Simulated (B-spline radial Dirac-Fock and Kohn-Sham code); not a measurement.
# Relativistic shifts of the levels of Kr⁷⁺

System: krypton as Kr⁷⁺, configuration [Ar] 3d10 4s1.

Both columns are ΔSCF binding energies of the configuration average from an atomic code on a B-spline grid: non-relativistic Hartree-Fock with a point nucleus, and Dirac-Fock with a finite nucleus and the Coulomb interaction alone, averaged over the two j levels with weights 2j+1.

```tsv
shell	Hartree-Fock (eV)	Dirac-Fock (eV)	shift (eV)	shift (%)
1s	14225.2	14483.6	+258.42	+1.82
2s	1995.4	2054.8	+59.35	+2.97
2p	1806.0	1820.9	+14.83	+0.82
3p	334.2	337.0	+2.85	+0.85
3d	211.6	210.1	-1.49	-0.71
4s	122.8	124.7	+1.89	+1.54
```

Relativity binds 1s, 2s, 2p, 3p, 4s more strongly, among those listed most of all 2s in relative terms, and 3d more weakly, because the contracted s and p shells screen the nucleus better.

Values without a named source are computed, but for edge energies of neutral atoms, which are taken from tables.
